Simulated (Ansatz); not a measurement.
Computed with Ansatz on PBE0-D4/def2-TZVP structures; ΔE is electronic, products minus reactants. CCSD(T)/CBS adds triple-zeta CCSD(T) − MP2 to the extrapolated MP2 energy (def2 sets, frozen cores). DFT in def2-TZVPP. For Ga outer-core shells are correlated without core-valence functions, which leaves a few kJ/mol of doubt a bond. Scalar relativity is left out up to krypton. One conformer a species, not always the lowest.

Consider the redistribution: `C=[CH][GaH][Cl]` + `O=C=NBCl` → `O=C=[N][GaH][Cl]` + `C=CBCl`.

CCSD(T)/CBS gives -1.0 kcal/mol.

Problem. Another level gave -0.5 kcal/mol. Which?
A. BLYP/def2-TZVPP
B. r2SCAN-D4/def2-TZVPP
C. BHLYP-D4/def2-TZVPP
D. LDA (SPW92)/def2-TZVPP

Solution. B. r2SCAN-D4 -0.5, BLYP 0.8, LDA (SPW92) 2.0, BHLYP-D4 -1.5 kcal/mol.

Problem. What do rigid-rotor, harmonic-oscillator terms from PBE0-D4/def2-TZVP frequencies (298.15 K, 1 bar) make of the CCSD(T)/CBS value? (An estimate is asked.)

Solution. Ansatz gave: ΔZPE = +0.2 kcal/mol, ΔH = -0.9 kcal/mol, ΔS = -2 J/(mol·K), ΔG = -0.7 kcal/mol. Modes under 50 cm⁻¹ make the entropy rough.

Largest T1 diagnostic among the species: 0.016.

In def2-TZVPP, CCSD(T) changes the Hartree–Fock value by +2.4 kcal/mol (the triples alone add +0.3 kcal/mol) and MP2 by +2.6 kcal/mol. From BLYP to BHLYP (50 % exact exchange), in def2-TZVPP and without D4, ΔE moves by −2.4 kcal/mol.
